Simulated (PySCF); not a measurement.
**C₆ coefficients of unlike pairs at PBE**

Calculated with PySCF 2.14 from the dipole response of each species, C₆(A,B) = (3/π) ∫ α_A(iu) α_B(iu) du, in atomic units, from isotropic polarisabilities. For ions this is the dispersion term alone; charge-induced terms of lower order in 1/R come first.

| species | configuration | basis | relativity | α (bohr³) | C₆ (like pair) |
| --- | --- | --- | --- | --- | --- |
| Be⁺ | [He] 2s1 (2S) | dyall-av3z (15s9p4d2f) | spin-free X2C | 21.51 | 57.27 |
| Cl²⁺ | [Ne] 3s2 3p3 (4S) | aug-cc-pV(Q+d)Z (7s6p5d3f2g) | none | 5.871 | 20.90 |
| Se⁺ | [Ar] 3d10 4s2 4p3 (4S) | aug-cc-pwCVDZ-PP with ECP10MDF (6s5p4d1f) | core potential | 14.53 | 90.40 |
| In²⁺ | [Kr] 4d10 5s1 (2S) | aug-cc-pVQZ-DK3 (9s8p6d3f2g) | spin-free X2C | 13.26 | 60.21 |

Task: Estimate C₆ for Se⁺ with Cl²⁺.

Result: The integral gives 42.90. The combination rule 2 C_A C_B / (C_A α_B/α_A + C_B α_A/α_B) gives 42.82 and the geometric mean 43.47.

No spin-orbit coupling is included.

The other pairs:

```tsv
pair	C₆
Cl²⁺, Be⁺	26.66
In²⁺, Be⁺	51.18
Se⁺, Be⁺	61.00
In²⁺, Se⁺	73.24
In²⁺, Cl²⁺	34.80
```
